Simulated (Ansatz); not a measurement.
`C=C=C[SiH3]` + `CC[SeH]` → `CC[Se][SiH3]` + `C=C=C` at 500 K and 1 bar (ligand exchange at the Si–C bond).

Program: Ansatz. Geometries: PBE0-D4/def2-TZVP. ΔE: electronic, gas phase. CBS: MP2 limit from def2 TZ/QZ plus the TZ coupled-cluster correction, frozen cores. This one scheme is used for every species. For Se outer-core shells are correlated without core-valence functions, which leaves a few kJ/mol of doubt a bond. Scalar relativity is left out up to krypton. Each species was taken in one conformer, which may not be the lowest.

| species | CCSD(T)/CBS energy (Eh) | H − E (kJ/mol) | S (J/(mol·K)) |
| --- | --- | --- | --- |
| `C=C=C[SiH3]` | -406.77843 | 226.9 | 370.0 |
| `CC[SeH]` | -2480.41858 | 226.1 | 344.1 |
| `CC[Se][SiH3]` | -2770.72164 | 288.1 | 427.6 |
| `C=C=C` | -116.49399 | 171.5 | 278.2 |

H − E and S are ideal-gas, rigid-rotor, harmonic terms from PBE0-D4/def2-TZVP, for one conformer and one mirror image of each species. 1 Eh = 2625.50 kJ/mol, R = 8.31446 J/(mol·K).

Q: By hand: ΔE, ΔH, ΔS and ΔG.

A: ΔE = (-2770.72164) + (-116.49399) − (-406.77843) − (-2480.41858) = -0.01862 Eh = -48.9 kJ/mol. Δ(H − E) = 288.1 + 171.5 − 226.9 − 226.1 = 6.6, so ΔH = -42.3 kJ/mol. ΔS = 427.6 + 278.2 − 370.0 − 344.1 = -8.3 J/(mol·K). ΔG = -42.3 − 500 × (-8.3)/1000 = -38.1 kJ/mol.

Q: By hand: the equilibrium constant, and the temperature at which ΔG would vanish if ΔH and ΔS stayed fixed.

A: log₁₀ K = −ΔG/(RT ln 10) = 4.0. ΔG = 0 at ΔH/ΔS = 5096 K, far beyond where these terms or the molecules hold.

The number of gas molecules stays the same, so ΔS is small and ΔH decides. A doubt of 5 kJ/mol in ΔE shifts log₁₀ K by 0.5 here. Other conformers and mirror images would add mixing entropy, several J/(mol·K) or more a flexible species. Modes under 60 cm⁻¹, often nearly free rotors, make the harmonic entropy too high. These are equilibria of isolated gas molecules and say nothing of rates. Largest T1 diagnostic: 0.012 (customary marks: 0.02 for closed shells, 0.045 for open ones).
